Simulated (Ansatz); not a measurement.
Start from `C=[N][SnH]([CH3])[OH]` and change one atom or group to get `[CH3][SnH]([OH])[AlH2]`.

Ansatz, PBE0-D4/def2-TZVP geometries, multiplicity 1. Each molecule was computed in one conformer, which needn't be the lowest.

Elements past krypton have def2 core potentials.

| property | `C=[N][SnH]([CH3])[OH]` |
| --- | --- |
| LUMO energy (B3LYP/def2-TZVPP) / eV | -0.75 |
| HOMO–LUMO gap (B3LYP/def2-TZVPP) / eV | 5.71 |
| HOMO–LUMO gap (PBE/def2-TZVPP) / eV | 3.73 |
| size of the dipole moment (ωB97M-V/def2-TZVPP) / D | 1.85 |
| LUMO energy (ωB97M-V/def2-TZVPP) / eV | 1.47 |
| HOMO–LUMO gap (PBE0/def2-TZVPP) / eV | 6.19 |

Task: Give the same properties after the change, and the shifts. (Best estimate.)

Result: Computed: 
| property | `[CH3][SnH]([OH])[AlH2]` | shift |
| --- | --- | --- |
| LUMO energy (B3LYP/def2-TZVPP) / eV | -2.48 | -1.73 |
| HOMO–LUMO gap (B3LYP/def2-TZVPP) / eV | 4.33 | -1.38 |
| HOMO–LUMO gap (PBE/def2-TZVPP) / eV | 2.81 | -0.92 |
| size of the dipole moment (ωB97M-V/def2-TZVPP) / D | 1.87 | 0.02 |
| LUMO energy (ωB97M-V/def2-TZVPP) / eV | -0.68 | -2.15 |
| HOMO–LUMO gap (PBE0/def2-TZVPP) / eV | 4.72 | -1.47 |

With PBE0 the HOMO falls by 0.34 eV and the LUMO falls by 1.81 eV, so the gap narrows by about 1.47 eV. PBE moves the HOMO by -0.49 eV and ωB97M-V by -0.06 eV. Dipoles are sizes alone; their direction can turn.

B3LYP here is the variant with VWN-RPA as its local correlation; programs differ in this.
